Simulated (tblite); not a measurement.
Task: What does the GFN2-xTB structure of `C#CC(=C=O)CF` look like in three dimensions?

Result: 
```
atom  x, y, z in Å
C1     2.2655   -0.7921    0.0002
C2     1.2100   -0.2220    0.0212
C3    -0.0655    0.3961    0.0177
C4    -0.1586    1.6578    0.3507
O5    -0.2288    2.7835    0.6137
C6    -1.2853   -0.4423   -0.2704
F7    -1.8573   -0.9001    0.8959
H8     3.1903   -1.2855   -0.0130
H9    -1.0029   -1.3254   -0.8507
H10   -2.0587    0.1346   -0.7879
```

Any rigid rotation of these coordinates is as good. Atoms count from 1 in this order. The 4 C–C bonds span 1.200 Å (C1≡C2, drawn triple) to 1.508 Å (C3–C6, drawn single), a spread of 0.308 Å.

Bonds between heavy atoms (Å): C1≡C2 1.200, C2–C3 1.417, C3=C4 1.308, C4=O5 1.158, C3–C6 1.508, C6–F7 1.377.

The geometry is computed with GFN2-xTB (gas phase).

Point group: C1 (no symmetry element, even within 0.4 Å). Its GFN2-xTB frequencies are all real (lowest 42 cm⁻¹). The numbers are those of one conformer (C2–C3–C6–F7 94°).
